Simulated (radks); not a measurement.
The phosphorus ion P2+, configuration [Ne] 3s2 3p1. Method: Dirac Kohn-Sham, exchange-only PBE, spin-unpolarised, spherical densities, finite nucleus; open shells fill j = l - 1/2 first; Fermi nuclear charge, rms radius 3.1889 fm; computed with a radial shooting solver on a logarithmic mesh with Libxc functionals. Some entries of the table are withheld. Estimate them.

orbital,occ.,eigenvalue (hartree),<1/r> (bohr^-1)
1s1/2,2,-77.45485,14.65
2s1/2,2,(1),(2)
2p1/2,2,(3),(4)
2p3/2,4,(5),(6)
3s1/2,2,-1.21098,0.7858
3p1/2,1,(7),(8)
3p3/2,0,(9),(10)

Answer. 
(1) 2s1/2 eigenvalue (hartree): -7.20582
(2) 2s1/2 <1/r> (bohr^-1): 2.826
(3) 2p1/2 eigenvalue (hartree): -5.41633
(4) 2p1/2 <1/r> (bohr^-1): 2.725
(5) 2p3/2 eigenvalue (hartree): -5.38247
(6) 2p3/2 <1/r> (bohr^-1): 2.709
(7) 3p1/2 eigenvalue (hartree): -0.85956
(8) 3p1/2 <1/r> (bohr^-1): 0.6791
(9) 3p3/2 eigenvalue (hartree): -0.85666
(10) 3p3/2 <1/r> (bohr^-1): 0.6767
